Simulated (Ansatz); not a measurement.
Ansatz (a first-principles code) input (RI-MP2/def2-TZVPPD):
A basis named .json is the Basis Set Exchange file of that set.

Ansatz 0.2 input:
```yaml
crystal:
  periodic: [false, false, false]
  atoms:
    - {symbol: Re, position_ang: [-0.05223034, 0.04114184, 0.06387287]}
    - {symbol: O, position_ang: [-0.95375868, -1.35854259, -0.32073024]}
    - {symbol: O, position_ang: [0.03057497, 1.21599511, -1.17413055]}
    - {symbol: O, position_ang: [1.41284314, -0.24315724, 0.89605261]}
basis:
  gaussian:
    orbitals: def2-TZVPPD.json
    fitting: {mean_field: def2-universal-jkfit, correlation: def2-TZVPPD-RIFIT.json}
magnetization: {spin_polarized: true, initial_magnetization: 1}
correlation: {method: mp2, electrons: outside_noble_gas}
```

End of the output:

```
469 factors; integrals over basis functions are off by at most 1.7e0 eV
mean field: 0.49 GiB planned
mean field evaluation 1: about -8208.5705 eV, gradient 6.4e1 eV
mean field evaluation 2: about -8185.5886 eV, gradient 1.1e2 eV
mean field evaluation 4: about -8223.4405 eV, gradient 1.7e0 eV
mean field evaluation 8: about -8223.5171 eV, gradient 5.2e-1 eV
mean field evaluation 16: about -8222.8582 eV, gradient 7.8e0 eV
mean field evaluation 32: about -8223.6609 eV, gradient 8.2e-6 eV
mean field evaluation 64: about -8217.2146 eV, gradient 6.7e0 eV
mean field evaluation 96: about -8223.6564 eV, gradient 3.0e-1 eV
mean field -8223.66089896 eV, -302.2139638391 hartree, gradient 2.9e-6 eV, S^2 1.253458; 13 other end points of the search recorded, 0 dependent functions left out
7 core orbitals not correlated
reference -8223.66089896 eV, -302.2139638391 hartree; 13, 12 occupied and 159, 160 virtual orbitals, 469 factors
second order -27.48934647 eV of doubles, -0.00000000 eV of singles
Total energy: -8251.15024543 eV, -303.2241786890 hartree
```

The spin state was set by rule; other spins were not relaxed.

The determinant is spin-contaminated: <S^2> is 1.25 against 0.75 for a pure state.
